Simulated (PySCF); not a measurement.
2-fluorocyclopent-2-en-1-one (C5H5FO), SMILES O=C1CCC=C1F. Atoms are numbered in the order given.

```xyz
12

O      1.7565    -1.0517     0.0000
C      0.8495    -0.2601     0.0000
C      0.9398     1.2580     0.0000
C     -0.5078     1.7693     0.0000
C     -1.3535     0.5310     0.0000
C     -0.5993    -0.5755     0.0000
F     -1.0161    -1.8239     0.0000
H      1.5145     1.5810     0.8814
H      1.5145     1.5810    -0.8814
H     -0.7313     2.3953     0.8802
H     -0.7313     2.3953    -0.8802
H     -2.4452     0.5403     0.0000
```
Charge 0, spin multiplicity 1.

Geometry: PBE0-D3(BJ)/def2-SVP. The values are those of a single conformer.

The numbers are results of PySCF with PBE0/pcSseg-1, not measurements.

GIAO shieldings, no solvent; atoms alike by connectivity are averaged. δ = σ(ref) − σ: ¹⁷O against H2O (σ = 334.2 ppm); ¹³C against TMS (σ = 186.3 ppm); ¹⁹F against CFCl3 (σ = 167.2 ppm); ¹H against TMS (σ = 31.56 ppm), references at their B3LYP-D3(BJ)/def2-TZVP geometries, non-relativistic.

Computed chemical shifts:
| nucleus | atoms | count | δ (ppm) |
|---|---|---|---|
| ¹⁷O | O1 | 1 | 620.0 |
| ¹³C | C2 | 1 | 201.3 |
| ¹³C | C6 | 1 | 170.9 |
| ¹³C | C5 | 1 | 144.3 |
| ¹³C | C3 | 1 | 35.5 |
| ¹³C | C4 | 1 | 24.9 |
| ¹⁹F | F7 | 1 | -145.7 |
| ¹H | H12 | 1 | 7.16 |
| ¹H | H10, H11 | 2 | 2.73 |
| ¹H | H8, H9 | 2 | 2.50 |
